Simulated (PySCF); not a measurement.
A geometry optimisation on `C(F)(OB(Cl)O)(F)F`.

Method: PBE0-D3(BJ)/def2-SVP geometry optimisation, gas phase (PySCF 2.14.0). Start geometry: GFN2-xTB. The input is one job of a driver script: a line of settings, then coordinates in Å.

Command:
```bash
OMP_NUM_THREADS=1 python probes_run.py task.json out
```

Input:
```
{"job": {"xc": "PBE0", "basis": "def2-SVP", "d3": "d3bj", "grid": 1, "shake": 0.01, "kind": "geom"}, "charge": 0, "multiplicity": 1}
O      1.290330    -0.520070    -0.601820
B      1.049360     0.248870     0.464240
Cl     2.258330     1.000950     1.401990
O     -0.205000     0.483460     0.904040
C     -1.317300    -0.016600     0.303250
F     -1.342750    -1.341760     0.279930
F     -2.394800     0.376810     0.966010
F     -1.438840     0.404350    -0.956820
H      2.158490    -0.653160    -0.901150
```

Output:
```
step   0  E = -972.70981930  max force = 0.042207
step   1  E = -972.71269749  max force = 0.015403
step   2  E = -972.71401890  max force = 0.010376
step   3  E = -972.71459487  max force = 0.003525
step   4  E = -972.71469897  max force = 0.001679
step   5  E = -972.71475271  max force = 0.001180
step   6  E = -972.71477144  max force = 0.000940
step   7  E = -972.71478279  max force = 0.000618
step   8  E = -972.71478946  max force = 0.000320
optimisation converged
```

Energies in Eh; «max force» is the largest Cartesian gradient component in Eh/bohr.

Task: How much energy does the optimisation release, in eV?

Result: E(step 0) − E(last step) = 0.004970 Eh, which is 0.135 eV.

Task: Give the first gradient maximum in eV/Å.

Result: With 1 Eh/bohr = 51.422 eV/Å, 2.170 eV/Å.

Summary of the converged run: final energy -972.71479 Eh after 8 steps; dipole 2.45 D.

Task: Give the final coordinates.

Result: 0.048 Å rms from the input after alignment:
```
atom  x, y, z in Å
O1     1.3301   -0.4934   -0.5460
B2     1.0268    0.1852    0.5678
Cl3    2.2505    0.7856    1.6820
O4    -0.2784    0.4524    0.8999
C5    -1.3407    0.0367    0.1792
F6    -1.3852   -1.2884    0.0924
F7    -2.4410    0.4523    0.7806
F8    -1.3233    0.5311   -1.0526
H9     2.2749   -0.6220   -0.6769
```

Task: Estimate the wall time. Hardware: one thread of an Arm Neoverse V1 (shared host). And the peak memory of the process?

Result: About 54 s, with 0.52 GiB resident at the peak, the Python interpreter and its libraries included.
Labels such as C1 count atoms from 1, the log's own numbers from 0.
